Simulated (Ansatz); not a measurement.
Ansatz (a program for electronic structure) input (B3LYP-D3(BJ)/def2-TZVP):

Ansatz 0.2 input:
```yaml
crystal:
  periodic: [false, false, false]
  atoms:
    - {symbol: B, position_ang: [0.14414957, -0.00616732, -0.00768719]}
    - {symbol: H, position_ang: [-0.40731316, -1.05719127, -0.00044344]}
    - {symbol: H, position_ang: [-0.31343467, 1.08802789, 0.03887940]}
basis:
  gaussian:
    orbitals: def2-TZVP
hamiltonian:
  xc: b3lyp
  dispersion: d3bj
magnetization: {spin_polarized: true, initial_magnetization: 1}
phonons: {temperatures: {t_min: 298.15, t_max: 298.15, t_step: 100}}
```

Output:

```
Functional definition: B3LYP
integrals: 0.00 GiB planned
257 factors; their error is unknown
mean field: 0.08 GiB planned
mean field evaluation 1: about -705.4697 eV, gradient 8.7e0 eV
mean field evaluation 2: about -705.9034 eV, gradient 4.2e0 eV
mean field evaluation 4: about -706.0334 eV, gradient 1.1e-1 eV
mean field evaluation 8: about -706.0289 eV, gradient 1.1e-2 eV
mean field evaluation 16: about -705.3913 eV, gradient 3.4e0 eV
mean field -706.02889890 eV, -25.9460834710 hartree, gradient 3.4e-5 eV, S^2 0.751466; 1 other end points of the search recorded, 0 dependent functions left out
the calculation of the forces begins
reference -706.02908402 eV, -25.9460902739 hartree; 4, 3 occupied and 39, 40 virtual orbitals, 257 factors
these checks for a lower state are left out or cut short: stability, starts, cluster_reference, orbital_swaps, neighbouring_geometries, increment
integrals: 0.00 GiB planned
257 factors; their error is unknown
mean field: 0.08 GiB planned
mean field -706.02884296 eV, -25.9460814152 hartree, gradient 2.2e-6 eV, S^2 0.751463; 0 other end points of the search recorded, 0 dependent functions left out
the calculation of the forces begins
reference -706.02902805 eV, -25.9460882173 hartree; 4, 3 occupied and 39, 40 virtual orbitals, 257 factors
these checks for a lower state are left out or cut short: stability, starts, cluster_reference, orbital_swaps, neighbouring_geometries, increment
integrals: 0.00 GiB planned
257 factors; their error is unknown
mean field: 0.08 GiB planned
mean field -706.02884577 eV, -25.9460815186 hartree, gradient 2.3e-6 eV, S^2 0.751469; 0 other end points of the search recorded, 0 dependent functions left out
the calculation of the forces begins
reference -706.02903091 eV, -25.9460883224 hartree; 4, 3 occupied and 39, 40 virtual orbitals, 257 factors
these checks for a lower state are left out or cut short: stability, starts, cluster_reference, orbital_swaps, neighbouring_geometries, increment
integrals: 0.00 GiB planned
257 factors; their error is unknown
mean field: 0.08 GiB planned
mean field evaluation 32: about -706.0334 eV, gradient 9.5e-2 eV
mean field -706.02888138 eV, -25.9460828273 hartree, gradient 1.1e-6 eV, S^2 0.751468; 0 other end points of the search recorded, 0 dependent functions left out
the calculation of the forces begins
reference -706.02906652 eV, -25.9460896310 hartree; 4, 3 occupied and 39, 40 virtual orbitals, 257 factors
these checks for a lower state are left out or cut short: stability, starts, cluster_reference, orbital_swaps, neighbouring_geometries, increment
integrals: 0.00 GiB planned
257 factors; their error is unknown
mean field: 0.08 GiB planned
mean field -706.02887865 eV, -25.9460827269 hartree, gradient 1.1e-6 eV, S^2 0.751463; 0 other end points of the search recorded, 0 dependent functions left out
the calculation of the forces begins
reference -706.02906375 eV, -25.9460895291 hartree; 4, 3 occupied and 39, 40 virtual orbitals, 257 factors
these checks for a lower state are left out or cut short: stability, starts, cluster_reference, orbital_swaps, neighbouring_geometries, increment
integrals: 0.00 GiB planned
257 factors; their error is unknown
mean field: 0.08 GiB planned
mean field -706.02886822 eV, -25.9460823434 hartree, gradient 1.5e-6 eV, S^2 0.751465; 0 other end points of the search recorded, 0 dependent functions left out
the calculation of the forces begins
reference -706.02905334 eV, -25.9460891466 hartree; 4, 3 occupied and 39, 40 virtual orbitals, 257 factors
these checks for a lower state are left out or cut short: stability, starts, cluster_reference, orbital_swaps, neighbouring_geometries, increment
integrals: 0.00 GiB planned
257 factors; their error is unknown
mean field: 0.08 GiB planned
mean field -706.02886755 eV, -25.9460823189 hartree, gradient 7.1e-7 eV, S^2 0.751467; 0 other end points of the search recorded, 0 dependent functions left out
the calculation of the forces begins
reference -706.02905266 eV, -25.9460891217 hartree; 4, 3 occupied and 39, 40 virtual orbitals, 257 factors
Total energy: -706.05600562 eV, -25.9470796247 hartree
Atom 0 at     0.144150    -0.006167    -0.007687 Å, force     0.000004    -0.000000    -0.000000 eV/Å
Atom 1 at    -0.407313    -1.057191    -0.000443 Å, force    -0.000003    -0.000022    -0.000000 eV/Å
Atom 2 at    -0.313435     1.088028     0.038879 Å, force    -0.000001     0.000022     0.000001 eV/Å
Dipole moment:    -0.101666     0.004350     0.005422 e Å
Vibrations: 986.26 2589.81 2758.13 cm⁻¹, zero-point energy 0.392670 eV
```
